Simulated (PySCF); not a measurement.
## How methods differ on the electron affinity of Os

Os⁻ [Xe] 4f14 5d7 6s2 (4F) → Os [Xe] 4f14 5d6 6s2 (5D), as a difference of total energies. All numbers are calculated (PySCF 2.14, scalar relativity through the core potential, in aug-cc-pVTZ-PP with ECP60MDF). Correlated levels: valence: 5s2 5p6 frozen. The calculations carry no spin-orbit coupling.

```tsv
method	electron affinity (eV)	difference from reference (eV)
UHF	-0.628	-1.706
LDA	1.369	+0.291
PBE	1.250	+0.172
PBE0	0.964	-0.114
r2SCAN	0.994	-0.084
B97-3	0.914	-0.164
PBEsol	1.218	+0.140
CAM-B3LYP	0.877	-0.201
B2PLYP	0.947	-0.131
MP2 (valence)	0.627	-0.451
SCS-MP2 (valence)	0.723	-0.355
```

Reference: 1.078 eV (measured; photodetachment measurements, as compiled on the Wikipedia data page of electron affinities).

The reference lies between the lowest fine-structure levels, while these numbers refer to the centres of the terms.

Errors of the correlated levels include the incompleteness of this basis and the frozen core.

A negative affinity means that the anion lies above the atom at that level of theory.

In the anion the highest occupied orbital energy is positive at LDA, PBE, PBE0, r2SCAN, B97-3, PBEsol, a self-interaction effect; the basis confines that electron, and the energy difference can still be sensible.
